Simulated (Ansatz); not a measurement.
Born–Oppenheimer molecular dynamics of Cl3H2HfN (7 atoms, charge 0, multiplicity 1). It starts from a relaxed structure.

All numbers below come from Ansatz 0.2.0, RKS PBE0/def2-SVP.

```
ensemble        : NVT, Nosé–Hoover chain
time step       : 0.5 fs
steps asked     : 166
set temperature : 500 K
thermostat      : time constant 100 fs, chain length 3 (defaults)
seed            : 601820
```

Frames 1 fs apart, positions in Å.

Velocities at 40.0 fs (Å/ps):

```
Hf 0.99 -0.67 -0.69
N 5.36 2.20 -3.03
H -23.48 -7.24 18.31
H -13.67 -5.89 -0.28
Cl -4.59 -0.48 3.00
Cl -2.07 0.66 0.29
Cl 0.63 2.69 0.87
```

```xyz
7
Properties=species:S:1:pos:R:3 time_fs=40.0 energy_less_start_eV=0.146 T=293
Hf 0.005 -0.008 -0.005
N 0.138 0.027 2.006
H -0.570 -0.260 2.619
H 1.019 0.377 2.454
Cl 2.349 0.009 -0.576
Cl -1.195 1.895 -0.692
Cl -1.220 -1.915 -0.692
7
Properties=species:S:1:pos:R:3 time_fs=41.0 energy_less_start_eV=0.082 T=391
Hf 0.006 -0.009 -0.006
N 0.144 0.029 2.002
H -0.597 -0.268 2.643
H 1.000 0.369 2.454
Cl 2.344 0.009 -0.573
Cl -1.197 1.896 -0.692
Cl -1.219 -1.913 -0.691
7
Properties=species:S:1:pos:R:3 time_fs=42.0 energy_less_start_eV=0.123 T=332
Hf 0.007 -0.010 -0.006
N 0.150 0.032 1.998
H -0.621 -0.275 2.668
H 0.977 0.359 2.455
Cl 2.339 0.008 -0.570
Cl -1.199 1.897 -0.691
Cl -1.218 -1.910 -0.690
7
Properties=species:S:1:pos:R:3 time_fs=43.0 energy_less_start_eV=0.181 T=246
Hf 0.009 -0.010 -0.007
N 0.154 0.033 1.994
H -0.629 -0.276 2.684
H 0.959 0.351 2.462
Cl 2.334 0.008 -0.567
Cl -1.201 1.897 -0.691
Cl -1.218 -1.907 -0.689
7
Properties=species:S:1:pos:R:3 time_fs=44.0 energy_less_start_eV=0.157 T=283
Hf 0.010 -0.011 -0.008
N 0.156 0.034 1.990
H -0.619 -0.269 2.687
H 0.954 0.348 2.480
Cl 2.329 0.007 -0.564
Cl -1.203 1.898 -0.691
Cl -1.217 -1.904 -0.688
7
Properties=species:S:1:pos:R:3 time_fs=45.0 energy_less_start_eV=0.074 T=411
Hf 0.011 -0.012 -0.008
N 0.156 0.034 1.986
H -0.593 -0.255 2.675
H 0.959 0.349 2.506
Cl 2.323 0.007 -0.561
Cl -1.205 1.899 -0.691
Cl -1.216 -1.901 -0.687
7
Properties=species:S:1:pos:R:3 time_fs=46.0 energy_less_start_eV=0.047 T=452
Hf 0.012 -0.012 -0.009
N 0.154 0.033 1.982
H -0.556 -0.237 2.654
H 0.969 0.351 2.534
Cl 2.317 0.006 -0.558
Cl -1.207 1.899 -0.690
Cl -1.215 -1.898 -0.686
7
Properties=species:S:1:pos:R:3 time_fs=47.0 energy_less_start_eV=0.127 T=334
Hf 0.013 -0.013 -0.009
N 0.153 0.033 1.979
H -0.522 -0.219 2.633
H 0.975 0.353 2.557
Cl 2.312 0.006 -0.555
Cl -1.208 1.900 -0.690
Cl -1.214 -1.895 -0.685
7
Properties=species:S:1:pos:R:3 time_fs=48.0 energy_less_start_eV=0.194 T=235
Hf 0.015 -0.014 -0.010
N 0.154 0.033 1.975
H -0.506 -0.208 2.626
H 0.973 0.350 2.571
Cl 2.306 0.006 -0.552
Cl -1.210 1.900 -0.690
Cl -1.214 -1.893 -0.684
7
Properties=species:S:1:pos:R:3 time_fs=49.0 energy_less_start_eV=0.139 T=318
Hf 0.016 -0.014 -0.011
N 0.157 0.034 1.971
H -0.514 -0.206 2.637
H 0.962 0.344 2.572
Cl 2.300 0.005 -0.549
Cl -1.212 1.901 -0.689
Cl -1.213 -1.890 -0.683
7
Properties=species:S:1:pos:R:3 time_fs=50.0 energy_less_start_eV=0.077 T=413
Hf 0.017 -0.015 -0.011
N 0.161 0.036 1.967
H -0.540 -0.210 2.661
H 0.944 0.336 2.562
Cl 2.294 0.005 -0.546
Cl -1.214 1.901 -0.689
Cl -1.212 -1.887 -0.682
7
Properties=species:S:1:pos:R:3 time_fs=51.0 energy_less_start_eV=0.117 T=356
Hf 0.018 -0.015 -0.012
N 0.166 0.037 1.963
H -0.572 -0.215 2.683
H 0.927 0.327 2.547
Cl 2.288 0.004 -0.543
Cl -1.216 1.901 -0.688
Cl -1.211 -1.884 -0.681
```

Of the whole run (83 fs, mean temperature of the second half 265 K): The conserved energy stayed within 0.66 meV per atom of its start (net change 0.13 meV per atom), so the integration is sound. The mean temperature of the second half is 47 % below the set value. A run of 0.083 ps of so small a system gives no equilibrium averages.

The run took 5.8 min on 4 threads of Arm Neoverse V1 (shared host), peak memory 0.27 GiB.
